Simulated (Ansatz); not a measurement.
Species: sum formula HSO (charge 0, doublet). It need not be the lowest isomer of its formula. SMILES: [O]S
Geometry: optimised at B3LYP-D3(BJ)/def2-TZVP (Ansatz, a quantum-chemistry and plane-wave program).

Atomisation energy built up term by term with Ansatz (kcal/mol; UHF references for open shells; valence terms freeze the core; atomic spin-orbit terms are left out). Basis-set limits of correlation are two-point, X^-3; Hartree-Fock from the larger set.

```tsv
term	basis	kcal/mol
Hartree-Fock	aug-cc-pV(Q+d)Z	…
CCSD correlation	CBS(aug-cc-pV(T+d)Z,aug-cc-pV(Q+d)Z)	…
(T)	CBS(aug-cc-pV(T+d)Z,aug-cc-pV(Q+d)Z)	7.37
CCSDT - CCSD(T)	cc-pV(D+d)Z	0.31
core correlation	cc-pwCVTZ	0.60
scalar relativity (X2C)	cc-pVTZ-DK against cc-pVTZ	-0.51
sum: De		…
```

**Question.** Fill in the missing entries.

**Answer.** 
- Hartree-Fock, kcal/mol: 99.48
- CCSD correlation, kcal/mol: 80.97
- sum: De, kcal/mol: 188.2
